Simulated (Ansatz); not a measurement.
Mulliken charges of `[OH][Ti]([SH])([SH])[SH]` from B3LYP/def2-TZVPP in Ansatz (PBE0-D4/def2-TZVP geometry).

```json
{"atom": "O1", "x (Å)": "0.834", "y (Å)": "1.861", "z (Å)": "-0.315", "charge (e)": "-0.463"}
{"atom": "Ti2", "x (Å)": "0.063", "y (Å)": "0.287", "z (Å)": "-0.195", "charge (e)": "0.667"}
{"atom": "S3", "x (Å)": "1.679", "y (Å)": "-1.310", "z (Å)": "-0.462", "charge (e)": "-0.250"}
{"atom": "S4", "x (Å)": "-1.614", "y (Å)": "0.202", "z (Å)": "-1.735", "charge (e)": "-0.233"}
{"atom": "S5", "x (Å)": "-1.004", "y (Å)": "-0.068", "z (Å)": "1.796", "charge (e)": "-0.266"}
{"atom": "H6", "x (Å)": "0.971", "y (Å)": "2.683", "z (Å)": "0.160", "charge (e)": "0.204"}
{"atom": "H7", "x (Å)": "0.794", "y (Å)": "-2.290", "z (Å)": "-0.189", "charge (e)": "0.113"}
{"atom": "H8", "x (Å)": "-1.801", "y (Å)": "-1.112", "z (Å)": "-1.503", "charge (e)": "0.111"}
{"atom": "H9", "x (Å)": "0.166", "y (Å)": "-0.300", "z (Å)": "2.425", "charge (e)": "0.117"}
```

Task: By hand: the dipole of these point charges (1 e Å = 4.8032 D).

Result: Σ q r = (-0.013, -0.242, 0.186) e Å, of length 0.305 e Å = 1.46 D.

Task: How does the dipole of the full density compare? (Best estimate.)

Result: The calculation gave: (0.121, 0.147, 0.210) e Å, 1.36 D; the point charges give 1.07 times that, at 89° from its direction.

Point charges leave out the atoms' own dipoles, such as those of lone pairs, and Mulliken's split depends on the basis, so the two needn't agree.

B3LYP here is the variant with VWN-RPA as its local correlation; programs differ in this.
